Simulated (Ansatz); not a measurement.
Consider the ligand exchange at a Ge–O bond: `[F][GeH2][O][GeH3]` + `[OH][GaH2]` → `[GaH2][O][GeH3]` + `[OH][GeH2][F]`.

Gas-phase electronic energies from Ansatz, PBE0-D4/def2-TZVP geometries. CCSD(T)/CBS adds triple-zeta CCSD(T) − MP2 to the extrapolated MP2 energy (def2 sets, frozen cores). Functionals use def2-TZVPP. B3LYP here is the variant with VWN-RPA as its local correlation; programs differ in this. For Ga, Ge outer-core shells are correlated without core-valence functions, which leaves a few kJ/mol of doubt a bond. Scalar relativity is left out up to krypton. Each species was taken in one conformer, which may not be the lowest.

| level | ΔE (kJ/mol) | difference from CCSD(T)/CBS |
| --- | --- | --- |
| PBE-D4 | 3.2 | -1.6 |
| PBE0-D4 | 3.2 | -1.6 |
| B3LYP-D4 | 3.8 | -1.0 |
| ωB97X-V | 4.4 | -0.4 |
| ωB97M-V | 4.5 | -0.3 |
| B2PLYP | 3.1 | -1.7 |
| PBE | 2.8 | -2.0 |
| r2SCAN | 3.4 | -1.4 |
| B3LYP | 3.2 | -1.6 |
| SCS-MP2/def2-TZVPP | 3.3 | -1.5 |
| CCSD/def2-TZVPP | 3.7 | -1.1 |
| CCSD(T)/def2-TZVPP | 3.5 | -1.3 |
| MP2/def2-QZVPP | 4.1 | -0.7 |
| SCS-MP2/def2-QZVPP | 4.1 | -0.7 |
| HF/CBS(def2) | 4.2 | -0.6 |
| CCSD/CBS(def2) | 5.1 | 0.3 |
| CCSD(T)/CBS | 4.8 | 0 |

Largest T1 diagnostic among the species: 0.015.

CCSD(T)/CBS has its own doubt, a few kJ/mol and more with outer-core shells, so smaller differences from it don't rank the levels.
